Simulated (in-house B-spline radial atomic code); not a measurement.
Ionisation energies along the 50-electron series, configuration [Kr] 4d10 4f4, as differences of self-consistent energies. NIST's values go from ground level to ground level; the uncertainty of those that are theory runs from under 0.1 % in few-electron ions to several per cent in heavy many-electron ones. Computed with a radial B-spline atomic code at the basis-set limit: non-relativistic Hartree-Fock, average of the configuration, point nuclei.

This level leaves out relativity, spin-orbit splitting included, which matters for heavy ions.

```json
{"ion": "Tb15+", "configuration after": "[Kr] 4d10 4f3", "ionisation energy (eV)": "320.0", "IE/(q+1)² (eV)": "1.2498", "-ε less Coulomb ΔSCF (eV)": "2.2228", "tabulated value (eV)": "325", "tabulated kind": "tabulated theory", "computed minus tabulated (eV)": "-5.0"}
{"ion": "Dy16+", "configuration after": "[Kr] 4d10 4f3", "ionisation energy (eV)": "359.1", "IE/(q+1)² (eV)": "1.2425", "-ε less Coulomb ΔSCF (eV)": "2.2641", "tabulated value (eV)": "366", "tabulated kind": "tabulated theory", "computed minus tabulated (eV)": "-6.9"}
{"ion": "Ho17+", "configuration after": "[Kr] 4d10 4f3", "ionisation energy (eV)": "400.1", "IE/(q+1)² (eV)": "1.2348", "-ε less Coulomb ΔSCF (eV)": "2.3023", "tabulated value (eV)": "408", "tabulated kind": "tabulated theory", "computed minus tabulated (eV)": "-7.9"}
{"ion": "Er18+", "configuration after": "[Kr] 4d10 4f3", "ionisation energy (eV)": "442.9", "IE/(q+1)² (eV)": "1.2269", "-ε less Coulomb ΔSCF (eV)": "2.3378", "tabulated value (eV)": "450", "tabulated kind": "tabulated theory", "computed minus tabulated (eV)": "-7.1"}
{"ion": "Tm19+", "configuration after": "[Kr] 4d10 4f3", "ionisation energy (eV)": "487.6", "IE/(q+1)² (eV)": "1.219", "-ε less Coulomb ΔSCF (eV)": "2.3707", "tabulated value (eV)": "496", "tabulated kind": "tabulated theory", "computed minus tabulated (eV)": "-8.4"}
{"ion": "Yb20+", "configuration after": "[Kr] 4d10 4f3", "ionisation energy (eV)": "534.1", "IE/(q+1)² (eV)": "1.2111", "-ε less Coulomb ΔSCF (eV)": "2.4013", "tabulated value (eV)": "540", "tabulated kind": "tabulated theory", "computed minus tabulated (eV)": "-5.9"}
{"ion": "Lu21+", "configuration after": "[Kr] 4d10 4f3", "ionisation energy (eV)": "582.4", "IE/(q+1)² (eV)": "1.2033", "-ε less Coulomb ΔSCF (eV)": "2.4299", "tabulated value (eV)": "600", "tabulated kind": "tabulated theory", "computed minus tabulated (eV)": "-17.6"}
{"ion": "Hf22+", "configuration after": "[Kr] 4d10 4f3", "ionisation energy (eV)": "632.5", "IE/(q+1)² (eV)": "1.1957", "-ε less Coulomb ΔSCF (eV)": "2.4567", "tabulated value (eV)": "650", "tabulated kind": "tabulated theory", "computed minus tabulated (eV)": "-17.5"}
{"ion": "Ta23+", "configuration after": "[Kr] 4d10 4f3", "ionisation energy (eV)": "684.4", "IE/(q+1)² (eV)": "1.1882", "-ε less Coulomb ΔSCF (eV)": "2.4818", "tabulated value (eV)": "700", "tabulated kind": "tabulated theory", "computed minus tabulated (eV)": "-15.6"}
{"ion": "W24+", "configuration after": "[Kr] 4d10 4f3", "ionisation energy (eV)": "738.1", "IE/(q+1)² (eV)": "1.181", "-ε less Coulomb ΔSCF (eV)": "2.5054", "tabulated value (eV)": "734.1", "tabulated kind": "semi-empirical", "computed minus tabulated (eV)": "4.0"}
{"ion": "Re25+", "configuration after": "[Kr] 4d10 4f3", "ionisation energy (eV)": "793.6", "IE/(q+1)² (eV)": "1.1739", "-ε less Coulomb ΔSCF (eV)": "2.5276", "tabulated value (eV)": "810", "tabulated kind": "tabulated theory", "computed minus tabulated (eV)": "-16.4"}
{"ion": "Os26+", "configuration after": "[Kr] 4d10 4f3", "ionisation energy (eV)": "850.8", "IE/(q+1)² (eV)": "1.1671", "-ε less Coulomb ΔSCF (eV)": "2.5486", "tabulated value (eV)": "870", "tabulated kind": "tabulated theory", "computed minus tabulated (eV)": "-19.2"}
{"ion": "Ir27+", "configuration after": "[Kr] 4d10 4f3", "ionisation energy (eV)": "909.8", "IE/(q+1)² (eV)": "1.1605", "-ε less Coulomb ΔSCF (eV)": "2.5684", "tabulated value (eV)": "920", "tabulated kind": "tabulated theory", "computed minus tabulated (eV)": "-10.2"}
{"ion": "Pt28+", "configuration after": "[Kr] 4d10 4f3", "ionisation energy (eV)": "970.6", "IE/(q+1)² (eV)": "1.1541", "-ε less Coulomb ΔSCF (eV)": "2.5872", "tabulated value (eV)": "980", "tabulated kind": "tabulated theory", "computed minus tabulated (eV)": "-9.4"}
{"ion": "Au29+", "configuration after": "[Kr] 4d10 4f3", "ionisation energy (eV)": "1033.1", "IE/(q+1)² (eV)": "1.1479", "-ε less Coulomb ΔSCF (eV)": "2.605", "tabulated value (eV)": "1040", "tabulated kind": "tabulated theory", "computed minus tabulated (eV)": "-6.9"}
{"ion": "Hg30+", "configuration after": "[Kr] 4d10 4f3", "ionisation energy (eV)": "1097.4", "IE/(q+1)² (eV)": "1.1419", "-ε less Coulomb ΔSCF (eV)": "2.6219", "tabulated value (eV)": "1110", "tabulated kind": "tabulated theory", "computed minus tabulated (eV)": "-12.6"}
```
